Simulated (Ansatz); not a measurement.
Ideal-gas functions of CH3AlF2Si, SMILES `F[C@@H]1[AlH][Si@@H]1F` at 800 K and 1 bar, from an Ansatz frequency run at PBE0-D4/def2-TZVP.

Molar mass 108.1 g/mol, point group C1 (symmetry number 1), electronic degeneracy 1, moments of inertia 143.359, 193.649, 288.815 u Å². Harmonic wavenumbers (cm⁻¹, unscaled): 141, 155, 243, 318, 371, 442, 463, 520, 659, 678, 746, 842, 879, 1149, 1250, 1928, 2190, 2713.

Use S(trans) = R[1.5 ln M + 2.5 ln T − 1.1517]; rotational temperatures θ = 24.2544 K / I; S(rot) = R[ln(√π/σ · √(T³/θAθBθC)) + 1.5]; for each mode x = 1.438777 ν̃/T, S = R[x/(eˣ − 1) − ln(1 − e⁻ˣ)] and H = RT x/(eˣ − 1); 1 cm⁻¹ = 0.0119627 kJ/mol; R = 8.31446 J/(mol·K).

Q: By hand: the entropy, in J/(mol·K).

A: Translation 187.8. Rotation: θ = 0.1692, 0.1252, 0.084 K, giving 126.9. Vibration, mode by mode: 19.74, 18.96, 15.26, 13.07, 11.83, 10.44, 10.07, 9.17, 7.37, 7.16, 6.47, 5.62, 5.32, 3.62, 3.13, 1.19, 0.81, 0.37, in all 149.6. Electronic 0.0. Sum 464.3 J/(mol·K).

Q: By hand: H − E and G − E in kJ/mol, counted from the electronic energy.

A: Zero-point energy ½ × 15687 × 0.0119627 = 93.8; thermal vibration 60.0; translation, rotation and pV give 4 RT = 26.6. H − E = 180.4 kJ/mol, and G − E = 180.4 − 800 × 464.3/1000 = -191.0 kJ/mol.

Vibration gives 32 % of the entropy, 19.7 J/(mol·K) of it from the mode under 150 cm⁻¹: soft modes count most, and the harmonic formula is weakest for them. The sum counts one conformer and one mirror image; others add a mixing term.
